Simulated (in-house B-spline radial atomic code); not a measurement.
Lu⁺. Computed with a B-spline radial atomic code. Model: non-relativistic spherical atom: semilocal Troullier-Martins pseudo-atom, one channel per l, against all electrons, high spin, G0W0 and RPA with empty states to l = 8, local potential for every l without a channel, a model core (radius 0 = none) keeps its share of the functional.

Without relativity these are model numbers for so heavy an element.

What the tables leave out is listed at the end.

The pseudopotential gives back the lowest level of each angular momentum of its own functional in the configuration it was made in; a second state of the same l is only approximately right. Exact exchange, RPA and GW see the smooth pseudo-orbitals and miss the exchange with the core, for which the functional's share stands in. The column with an uncorrelated core keeps all orbitals and exact exchange, and so separates missing core correlation from pseudisation. Only the three outermost levels and the lowest empty one were computed. RPA here is direct RPA, with no exchange kernel, and its energies carry an (l + 1/2)⁻⁴ tail. A hybrid on a potential with a model core restores only its own semilocal share of the core's exchange.

Command:
```bash
python run_psgw.py task.json out
```
Settings (lengths in bohr, energies in hartree):
```
Z                      71
electrons              70
configuration          [Xe] 4f14 6s2
generated_in           [Xe] 4f14 5d1 6s2
functional             pbe,pbe
core_shells            8
radius_factor          0.9
core_correction        True
ion_configuration      [Xe] 4f14 6s1
```

Time taken, with all properties: 77 s on 1 thread of Arm Neoverse N1, with other jobs on the host.

Given: made with PBE; model core radius 0.31 bohr; local radius 0.585 bohr; mean-field start PBE0.

Valence shells of the generating configuration: 4d, 5s, 5p, 4f, 6s, 5d.

Channel: s 1.015, p 1.118, d 0.438, f 1.416 (radii in bohr).

Computed: largest level miss in the spin-unpolarised generating configuration 0.096 eV; valence RPA correlation energy all-electron orbitals -2.7697 hartree; valence RPA correlation energy pseudo -3.2257 hartree; all-electron RPA polarisability, core included 51.06 bohr³; pseudo-atom RPA polarisability 49.445 bohr³; ionisation by mean-field all-electron 12.95 eV; ionisation by RPA pseudo minus all 0.308 eV.

| level | occupied | mean-field all-electron (eV) | mean-field pseudo minus all (eV) | G0W0 all-electron (eV) | G0W0 uncorrelated core minus all (eV) | G0W0 pseudo minus all (eV) | exchange self-energy all-electron (eV) | exchange self-energy pseudo (eV) |
| --- | --- | --- | --- | --- | --- | --- | --- | --- |
| 6s | 1 | -10.931 | -0.154 | -13.359 | -0.013 | -0.337 | -8.9053 | -9.0683 |

(1) What is the ionisation by mean-field pseudo minus all?

(2) What is the ionisation by RPA all-electron?

Results:

(1) 0.179 eV.

(2) 13.364 eV.

Among the listed levels the largest G0W0 shift of the pseudo-atom is -0.34 eV, for 6s on the PBE0 start, while leaving the core uncorrelated moves that level by -0.01 eV. So pseudisation and the lost core exchange, not the missing core correlation, make the error. Not in the tables (levels of low weight, unsolved or above zero; the highest and the empty levels are kept at any weight): the PBE start was refused, since an empty level lay at or below an occupied one; on PBE0 the G0W0 levels 4f (pseudo minus all +3.78 eV, weights 0.72 and 0.71), 5p (pseudo minus all -1.43 eV, weights 0.51 and 0.76), 5d (pseudo minus all +0.31 eV, weights 0.42 and 0.39); no Hartree-Fock pseudo-atom is run with a model core.
